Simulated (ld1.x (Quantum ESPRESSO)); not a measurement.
**Building the PAW potential for Si (Z = 14) (LDA (PZ), scalar-relativistic).**

ld1.x (Quantum ESPRESSO) 7.5 input, shortened:

```
&input
   title='Si', zed=14., rel=1, dft='PZ', iswitch=3,
   config='[Ne] 3s2 3p0 3d-2'
 /
 &inputp
   pseudotype=3, lpaw=.true., tm=.true., lloc=-1, rcloc=1.65,
   nlcc=.true., new_core_ps=.true.,
   which_augfun='PSQ', rmatch_augfun_nc=.true.
 /
6
3S  1  0   2.00   0.00  1.65  1.80  0.0
3S  1  0   0.00   1.80  1.65  1.80  0.0
3P  2  1   0.00   0.00  1.15  1.40  0.0
3P  2  1   0.00   1.60  1.15  1.40  0.0
3D  3  2  -2.00   0.40  1.00  1.40  0.0
3D  3  2  -2.00   2.35  1.00  1.40  0.0
 &test
   configts(1)='3s2 3p0'
 /
```

All-electron outer shells of the reference configuration (LDA (PZ), scalar-relativistic, ld1.x):

| shell | level (eV) | outermost node (bohr) | outermost maximum (bohr) |
| --- | --- | --- | --- |
| 3s | -28.66 | 0.72 | 1.69 |
| 3p | -20.66 | 0.71 | 1.89 |

What the tests gave:

- Cutoffs needed: 8 Ry and 12 Ry (the cutoffs (Ry, on a coarse ladder) from which the occupation-weighted sum of valence levels, in a spherical-Bessel basis at the reference potential, stays within 10 and 1 mRy of its value at 400 Ry)
- Ghost test: no extra level below or beside the all-electron valence levels (s, p, d, f tested) (spherical-Bessel basis up to 400 Ry, 20 bohr box)
- Largest excitation error: -25 meV (all-electron minus pseudo) for 3s1 3p0, out of 7 test configurations
- Lowest eigenvalue of the overlap operator: 0.51 (s channel)
- Density cutoff estimated by the generator: 490 Ry

Generation and tests took about 1.6 s on one core of a shared server CPU.
